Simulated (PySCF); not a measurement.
Ge(H)(Cl)2(Me) (CH4Cl2Ge), SMILES [CH3][GeH]([Cl])[Cl].

Geometry: PBE0-D3(BJ)/def2-SVP.

All values below come from PySCF with PBE0/def2-TZVP.

Symmetry labels are those of the subgroup Cs that the program uses (full group Cs).

Computed valence orbital energies around the gap with their symmetry:
```
orbital  symmetry  energy (eV)
-------  --------  -----------
HOMO−7         A"       -12.32
HOMO−6         A"       -10.88
HOMO−5         A'       -10.85
HOMO−4         A'       -10.66
HOMO−3         A'        -9.30
HOMO−2         A"        -9.24
HOMO−1         A"        -8.99
HOMO           A'        -8.74
LUMO           A'        -0.39
LUMO+1         A"         0.36
LUMO+2         A'         0.84
LUMO+3         A'         1.43
```
